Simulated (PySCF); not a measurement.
Pb(I)(SiH3) (H3IPbSi), SMILES [SiH3][Pb][I] (connectivity only; charge and spin as stated), neutral, multiplicity 1.

Geometry optimised at PBE0-D3(BJ)/def2-SVP. The def2 effective core potentials stand for the cores of I, Pb; spin–orbit coupling is left out.

Computed with TDDFT-CAM-B3LYP/def2-SVPD (PySCF 2.14.0).

Vertical excitations. Isolated molecule, no solvent. State labels are in the subgroup Cs.

| state | symmetry | energy (eV) | λ (nm) | f | main pairs |
|---|---|---|---|---|---|
| S1 | A" | 1.89 | 655 | 0.001 | HOMO→LUMO 98 % |
| S2 | A" | 3.39 | 366 | 0.001 | HOMO−2→LUMO 98 % |
| S3 | A' | 3.61 | 343 | 0.020 | HOMO−1→LUMO 87 % |
| S4 | A" | 3.66 | 339 | 0.001 | HOMO−3→LUMO 99 % |
| S5 | A' | 3.78 | 328 | 0.021 | HOMO→LUMO+1 90 % |
| S6 | A" | 4.90 | 253 | 0.003 | HOMO−1→LUMO+1 96 % |
| S7 | A' | 5.08 | 244 | 0.012 | HOMO−2→LUMO+1 84 % |
| S8 | A' | 5.41 | 229 | 0.265 | HOMO→LUMO+2 84 % |
| S9 | A' | 5.88 | 211 | 0.109 | HOMO→LUMO+3 79 % |
| S10 | A" | 6.00 | 207 | 0.001 | HOMO−5→LUMO 97 % |
| T1 | A" | 1.41 | 880 | 0 | HOMO→LUMO 94 % |
| T2 | A' | 3.05 | 406 | 0 | HOMO−1→LUMO 98 % |
| T3 | A" | 3.16 | 392 | 0 | HOMO−2→LUMO 75 %, HOMO−3→LUMO 20 % |
| T4 | A' | 3.34 | 371 | 0 | HOMO→LUMO+1 95 % |
Triplets are in the Tamm–Dancoff approximation, which puts them higher than full response would, so one can lie above its singlet here.
